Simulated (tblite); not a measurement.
A tight-binding relaxation on `F[B]([GeH3])C1CCCC1`.

Computed with GFN2-xTB geometry optimisation, gas phase (tblite 0.8.0). Start geometry: from a force field or distance geometry. A driver script takes a list of jobs; this job's settings line and coordinates (Å) are shown.

Command:
```bash
OMP_NUM_THREADS=1 python probes_run.py task.json out
```

Input:
```
{"job": {"kind": "relax", "xc": "GFN2-xTB", "basis": "xTB"}, "charge": 0, "multiplicity": 1}
F      1.706100    -2.321600    -0.550500
B      1.439100    -0.885700    -0.696900
Ge     2.997500     0.277900    -0.119100
C     -0.039800    -0.429500    -0.802000
C     -0.315300     1.016600    -0.663900
C     -1.688100     1.044400    -0.018500
C     -2.153200    -0.367800     0.128300
C     -0.828200    -1.104500     0.326500
H      3.937200     0.586000    -1.318600
H      2.456800     1.602600     0.474500
H      3.841100    -0.526100     0.902900
H     -0.508400    -0.784200    -1.748300
H      0.411600     1.602900    -0.091500
H     -0.470800     1.424300    -1.704500
H     -2.432400     1.585700    -0.631300
H     -1.659300     1.578600     0.978100
H     -2.551800    -0.694800    -0.836100
H     -2.858400    -0.536700     0.961300
H     -0.930400    -2.193400     0.165000
H     -0.358600    -0.863900     1.299600
```

Output:
```
step      E/eV     max force
  0    -672.79917    3.039
  1    -673.24389    1.706
  2    -673.36337    1.382
  3    -673.41968    0.681
  4    -673.51148    0.430
  5    -673.52974    0.433
  6    -673.56254    0.358
  7    -673.57920    0.375
  8    -673.59385    0.250
  9    -673.60262    0.237
... (95 lines left out)
105    -673.71870    0.011
106    -673.71873    0.012
107    -673.71876    0.013
108    -673.71881    0.012
109    -673.71884    0.012
110    -673.71887    0.012
111    -673.71888    0.010
112    -673.71890    0.010
113    -673.71893    0.012
114    -673.71895    0.009
```

«max force» is the largest atomic force in eV/Å.

Problem. From which step on does the largest force stay under 0.1 eV/Å, and how much energy is left to gain from there?

Solution. From step 65 (0.097 eV/Å), 16.1 meV above the end.

Main results: energy lowered by 21.2 kcal/mol over 114 steps; largest atomic force 0.009 eV/Å at the end.

Problem. How long does this job take on Arm Neoverse N1, one thread, shared host with 64 logical CPUs at a one-minute load of 63?

Solution. About 1.5 s.
Labels such as C1 count atoms from 1, the log's own numbers from 0.
